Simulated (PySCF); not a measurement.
# Zr: ionisation energy

Zr [Kr] 4d2 5s2 (3F) → Zr⁺ [Kr] 4d2 5s1 (4F), as a difference of total energies. All numbers are calculated (PySCF 2.14, scalar relativity by spin-free X2C-1e, in x2c-QZVPPall (13s8p7d3f2g, 111 functions)). Correlated levels: valence: [Kr] frozen; valence and next inner shell: [Ar] 3d10 frozen. The calculations carry no spin-orbit coupling.

| method | ionisation energy (eV) |
| --- | --- |
| UHF | 5.185 |
| LDA | 6.712 |
| PBE | 6.410 |
| PBE0 | 6.272 |
| r2SCAN | 6.107 |
| BLYP | 6.546 |
| M06-2X | 6.929 |
| TPSS | 6.280 |
| MP2 (valence) | 6.115 |
| SCS-MP2 (valence) | 6.310 |
| MP2 (valence and next inner shell) | 6.389 |
| SCS-MP2 (valence and next inner shell) | 6.489 |

How much does correlation contribute at MP2 (valence and next inner shell)?

6.389 − (5.185) = 1.204 eV, measured against UHF.

Errors of the correlated levels include the incompleteness of this basis and the frozen core.

For comparison: 6.639 eV (measured; NIST levels, between the centres of gravity of the two terms).
